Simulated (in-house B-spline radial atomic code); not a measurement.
Ionisation energies along the 5-electron series, configuration [He] 2s2 2p1, as differences of self-consistent energies. Dirac energy differences include first-order Breit, QED and recoil terms. NIST's values go from ground level to ground level; the uncertainty of those that are theory runs from under 0.1 % in few-electron ions to several per cent in heavy many-electron ones. Computed with an all-electron radial atomic-structure program (B-spline basis): Dirac-Hartree-Fock, average of the configuration, finite nuclei.

```
  ion  configuration after  ionisation energy (eV)  IE/(q+1)² (eV)  Breit and QED recoil part (eV)  tabulated value (eV)  tabulated kind  computed minus tabulated (eV)
    B             [He] 2s2                     7.9          7.9292                      0.00013027              8.298019        measured                           -0.4
   C+             [He] 2s2                       ?               ?                               ?                     ?        measured                              ?
  N2+             [He] 2s2                    47.2          5.2404                      -0.0030775               47.4453  semi-empirical                           -0.3
  O3+             [He] 2s2                    77.2          4.8245                      -0.0066132               77.4135        measured                           -0.2
  F4+             [He] 2s2                   114.1          4.5636                       -0.011796               114.249  semi-empirical                           -0.2
 Ne5+             [He] 2s2                   157.8          4.3843                       -0.019062               157.934        measured                           -0.1
 Mg7+             [He] 2s2                   265.8          4.1539                       -0.040802               265.924  semi-empirical                           -0.1
 Al8+             [He] 2s2                   330.1          4.0754                       -0.055892                330.21  semi-empirical                           -0.1
 Si9+             [He] 2s2                   401.2          4.0121                       -0.074428                401.38  semi-empirical                           -0.2
 P10+             [He] 2s2                   479.2            3.96                       -0.096435                479.44  semi-empirical                           -0.3
 S11+             [He] 2s2                       ?               ?                               ?                     ?  semi-empirical                              ?
Cl12+             [He] 2s2                   655.6          3.8793                        -0.15283                 656.3  semi-empirical                           -0.7
Ar13+             [He] 2s2                       ?               ?                               ?                     ?  semi-empirical                              ?
 K14+             [He] 2s2                   859.5          3.8201                        -0.22775                860.92  semi-empirical                           -1.4
```

Problem. Fill in the row of C+.

Solution. ionisation energy (eV): 24.0; IE/(q+1)² (eV): 6.0106; Breit and QED recoil part (eV): -0.00092139; tabulated value (eV): 24.38314; computed minus tabulated (eV): -0.3.

Problem. Fill in the row of S11+.

Solution. ionisation energy (eV): 564.0; IE/(q+1)² (eV): 3.9164; Breit and QED recoil part (eV): -0.12257; tabulated value (eV): 564.41; computed minus tabulated (eV): -0.5.

Problem. Fill in the row of Ar13+.

Solution. ionisation energy (eV): 754.1; IE/(q+1)² (eV): 3.8476; Breit and QED recoil part (eV): -0.18754; tabulated value (eV): 755.13; computed minus tabulated (eV): -1.0.

Where a p, d or f electron is removed, the computed value is a mean over both j, so it misses the tabulated one by a part of the spin-orbit splitting; averaging over terms and missing correlation add to the gap, relatively most at low charge.
